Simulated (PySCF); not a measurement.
Species: C4H7NSi.
Structure used (PBE0-D3(BJ)/def2-SVP), in Å, numbered top down from 1:
```
atom  x, y, z in Å
N1     3.6171    0.0761   -0.2888
C2     2.5318    0.3706   -0.0031
Si3    0.7669    0.7858    0.4206
C4    -0.3196   -0.6016    1.0890
C5    -1.3906   -0.1245    0.0664
C6    -0.5123    0.6518   -0.9565
H7     0.8109    2.0571    1.1953
H8     0.0943   -1.5847    0.8140
H9    -0.6221   -0.6350    2.1444
H10   -2.0957    0.5663    0.5562
H11   -1.9926   -0.9355   -0.3737
H12   -0.9577    1.5447   -1.4157
H13   -0.1477   -0.0079   -1.7599
```

Linear response at B3LYP/def2-SVPD (PySCF, frozen core in the response, non-relativistic). One conformer (not necessarily the lowest) at the PBE0-D3(BJ)/def2-SVP geometry, without solvent, vibrations or thermal averaging.

Static isotropic polarisability: 75.33 au (11.16 Å³), principal values 65.4, 66.3, 94.3 au.

Problem. What is the polarisability at 1064 nm and at the sodium D line?

Solution. 76.02 au at 1064 nm (+0.9 %), 77.63 au at 589.3 nm (+3.1 %). The rise at 589.3 nm is 3.37 times that at 1064 nm; a pure ω² law gives 3.26. The lowest singlet lies at 202 nm, shorter than both wavelengths.

Problem. What is the isotropic C6 coefficient between two such molecules, C6 = (3/π)∫α(iω)² dω?

Solution. 2201 au (Eh·bohr⁶) by a ten-point quadrature over imaginary frequencies, which is 1320 eV·Å⁶ or 127 J·nm⁶/mol.

Problem. Which effective excitation energy ω̄ makes London's formula C6 = (3/4)α²ω̄ exact here?

Solution. ω̄ = 4·C6/(3α²) = 0.517 Eh = 14.1 eV. A one-pole form α(ω) = α/(1 − ω²/ω̄²) fitted to the 1064 nm value gives 12.3 eV.

Problem. What does −C6/R⁶ come to at R = 12 Å between centres?

Solution. -43 J/mol. This is the leading, orientation-averaged term; C8 and higher terms are left out.

Problem. What n − 1 at the D line would an ideal gas of it have at 273.15 K and 1 atm (2.6868 × 10¹⁹ cm⁻³), by n − 1 = 2π·N·α′?

Solution. 19.42 × 10⁻⁴, a formal value whether or not that pressure can be reached.

Problem. How many electrons N does the Slater–Kirkwood formula C6 = (3/4)·√N·α^(3/2) need to give this C6?

Solution. N = (4·C6/3)²/α³ = 20.2; the species has 52 electrons in all.
